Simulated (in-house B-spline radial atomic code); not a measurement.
The numbers below are computed, except where a source is named.
Co in an electron gas of r_s = 2.67: phase shifts, screening, friction and resistivity

A nucleus sits in a uniform electron gas with a rigid positive background. The Kohn-Sham equations are solved self-consistently in the spin-unpolarised LDA (PW92), non-relativistic, on B-splines with outgoing waves at the boundary and partial waves to l = 8. The model has no lattice, no bands and no magnetic solution. Atomic units; δ_l are the phase shifts at the Fermi level, counted so that each bound state adds π, and good to about 0.0005. A narrow, partly filled d or f resonance in a thin gas would split by spin, so such rows rest on a solution that is probably unstable.

The density parameter is r_s = 2.67 bohr, near that of the valence electrons of Cu (1 per atom, density 8.96 g/cm³, mass 63.55 u, which gives r_s = 2.67).

```tsv
l	δ_l (rad)
0	9.4901
1	6.4428
2	2.7313
3	-0.0086
4	-0.0006
5	-0.0003
6	-0.0001
7	-0.0002
8	-0.0002
```

Bound levels below the band bottom (hartree): s -275, s -31.76, p -27.53, s -3.06, p -1.802.

Question: Check the Friedel sum rule, and say where the screening charge sits.

Answer: k_F = (9π/4)^(1/3)/r_s = 0.71879. The rule is Z = (2/π) Σ (2l + 1) δ_l. The terms are s 6.042, p 12.305, d 8.694, f -0.038 and -0.010 beyond, in all 26.992 against Z = 27. Bound states hold 6 s, 12 p, 0 d electrons, so the scattering states carry 8.99 in all.

Question: Find the transport cross section and the electronic stopping of a 1 keV Co ion (mass 58.93 u).

Answer: σ_tr = (4π/k_F²) Σ (l + 1) sin²(δ_l − δ_(l+1)). The terms for l = 0 to 3 are 0.0089, 0.5822, 0.4586, 0.0003, all together 1.0499, so σ_tr = 24.323 × 1.0499 = 25.537 bohr². With n = 3/(4π r_s³) = 0.01254, the friction coefficient is Q = n k_F σ_tr = 0.2302. For v well below v_F = 0.719, dE/dx = Q v; with 24801 eV per u at v = 1, v = √(1000/(24801 × 58.93)) = 0.0262, so dE/dx = 0.00602 hartree/bohr = 3.1 eV/nm. The largest term couples the p and d waves.

Question: What residual resistivity would 1 atomic per cent of such centres give in Cu?

Answer: Δρ = k_F n_i σ_tr/n in atomic units of 21.74 μΩ·cm. With one host atom per 1 electron, n_i/n = 0.01/1, so Δρ = 0.7188 × 0.01000 × 25.537 × 21.74 = 3.99 μΩ·cm. This is an atom added to the gas, as on an interstitial site.

Question: On a substitutional site the background of one host ion, a sphere holding 1 charge, is taken out. The phase shifts for l = 0 to 4 become 9.2909, 6.2734, 2.5740, -0.0176, -0.0021. What follows?

Answer: The Friedel sum is now 25.99, for Z − 1 = 26. The sum in σ_tr is 1.3963, so σ_tr = 33.96 bohr² and Δρ = 5.31 μΩ·cm per atomic per cent, 1.33 times the value above. A real host ion scatters too, so this model doesn't give zero even for the host's own atom.
